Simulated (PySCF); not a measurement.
## Working out the ionisation energy of Si⁺

Si⁺ [Ne] 3s2 3p1 (2P) → Si²⁺ [Ne] 3s2 (1S). All numbers are calculated (PySCF 2.14, scalar relativity by spin-free X2C-1e, in aug-cc-pCVTZ-DK). Frozen: nothing. Energies in hartree (1 hartree = 27.21139 eV):

| part | Si⁺ (lower) | Si²⁺ (upper) |
| --- | --- | --- |
| UHF | -289.178982 | -288.597734 |
| MP2 opposite-spin | -0.271334 | -0.264096 |
| MP2 same-spin | -0.090590 | -0.087727 |

Task: What does Hartree-Fock give?

Result: (-288.597734) − (-289.178982) = 0.581248 hartree = 15.817 eV.

Task: What do MP2 and SCS-MP2 (6/5 opposite-spin, 1/3 same-spin) give?

Result: The opposite-spin parts differ by 0.197 eV and the same-spin parts by 0.078 eV. MP2: 15.817 + (0.197) + (0.078) = 16.092 eV. SCS-MP2: 15.817 + 1.2 × (0.197) + (0.078)/3 = 16.079 eV.

Measured between the centres of the two terms (NIST): 16.322 eV, so MP2 (all electrons) is off by -0.230 eV.

What remains against the reference includes basis incompleteness and correlation beyond second order.
